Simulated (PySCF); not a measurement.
C5H6O2. Atoms are numbered in the order given.

```xyz
13

C     -0.3318    -2.6278     0.0000
C      0.6395    -1.4854     0.0000
C      0.2775    -0.1979     0.0000
O     -1.0154     0.2761     0.0000
C     -0.9306     1.6525     0.0000
C      0.3563     2.0092     0.0000
O      1.1393     0.8756     0.0000
H     -0.2009    -3.2745     0.8858
H     -0.2009    -3.2745    -0.8858
H     -1.3712    -2.2687     0.0000
H      1.7135    -1.6811     0.0000
H     -1.8596     2.2130     0.0000
H      0.8624     2.9690     0.0000
```
Charge 0, spin multiplicity 1.

Geometry optimised at B3LYP-D3(BJ)/def2-SVP.

Method: PBE/def2-TZVP in PySCF.

Isolated molecule, no solvent.

```
Item                                                                                                           Result
---------------------------------------------------------------------------------------------  ----------------------
total energy                                                                                       -344.25970 hartree
point group                                                                                                        Cs
highest occupied level                                                                                       -4.35 eV
lowest empty level                                                                                           -0.64 eV
orbital gap                                                                                                   3.72 eV
dipole moment                                                                                                  1.78 D
quadrupole, principal values (traceless, Buckingham form, about the centre of nuclear charge)  -6.27, -2.03, 8.30 D·Å
mean static polarisability                                                                      67.5 bohr³ (10.00 Å³)
polarisability, principal values                                                               44.3, 62.4, 95.8 bohr³
```
